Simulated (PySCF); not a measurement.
OSe, SMILES O=[Se] (connectivity only; charge and spin as stated), neutral, multiplicity 3.

Geometry optimised at PBE0-D3(BJ)/def2-TZVP.

Two levels are set side by side: PBE/def2-TZVPD (PySCF) and CAM-B3LYP/def2-TZVPD (PySCF). Same geometry, gas phase. Differences are taken from unrounded values.

| quantity | CAM-B3LYP | PBE | PBE minus CAM-B3LYP |
|---|---|---|---|
| α-spin orbital gap (eV) | 8.97 | 4.42 | -4.56 |
| β-spin orbital gap (eV) | 8.97 | 4.39 | -4.58 |
| dipole moment (D) | 2.23 | 1.92 | -0.31 |
| mean polarisability (bohr³) | 29.5 | 30.5 | 1.1 |

PBE's more diffuse valence density responds more strongly to a field. Differences between two approximate levels are no errors against the true value.

Rough cost on one machine, each run with all the roots and properties that it gave: CAM-B3LYP against PBE within a factor of 2.
